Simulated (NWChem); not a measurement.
**Ionisation of CH₂N**

```xyz
4

C      0.0000     0.0000    -0.5021
N      0.0000     0.0000     0.7402
H     -0.9435     0.0000    -1.0845
H      0.9435     0.0000    -1.0845
```
Charge 0, spin multiplicity 2.

Program: NWChem. Structure: optimised with UPBE0/def2-SVP, a minimum by its harmonic frequencies.

Basis set: def2-TZVP. −ε marks an orbital energy of the parent.

B3LYP has NWChem's definition, with VWN1-RPA local correlation. The structure started from a generated list of species. The unpaired electrons of the parent sit in orbitals of symmetry b1 (C2v labels of the run); other states weren't searched. No SCF solution was tested for a lower state.

### Question
Order these methods by the first vertical ionisation energy they give, lowest first: −ε(alpha HOMO) of PBE, −ε(alpha HOMO) of BLYP, −ε(alpha HOMO) of PBE0, −ε(alpha HOMO) of B3LYP, G0W0@PBE0.

### Answer
−ε(alpha HOMO) of BLYP (6.01 eV), −ε(alpha HOMO) of PBE (6.11 eV), −ε(alpha HOMO) of B3LYP (7.49 eV), −ε(alpha HOMO) of PBE0 (7.80 eV), G0W0@PBE0 (10.32 eV)
